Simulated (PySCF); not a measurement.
A structure optimised at r2SCAN-D4/def2-SVP, used in a PySCF frequency run:

```xyz
9

C     -0.1764     1.8907     0.0000
C      0.1541     0.6261     0.0000
C      0.5003    -0.6843     0.0000
C     -0.3869    -1.7663     0.0000
H     -0.3236     2.4520     0.9344
H     -0.3236     2.4520    -0.9344
H      1.5787    -0.9025     0.0000
H     -1.4679    -1.6085     0.0000
H     -0.0096    -2.7905     0.0000
```
Charge 0, spin multiplicity 2.

### Question
Write its SMILES, formula and point group.

### Answer
C=[C]C=C, C₄H₅, Cs

### Question
What are its rotational constants (standard atomic weights)?

### Answer
41.731, 4.3605, 4.0596 GHz
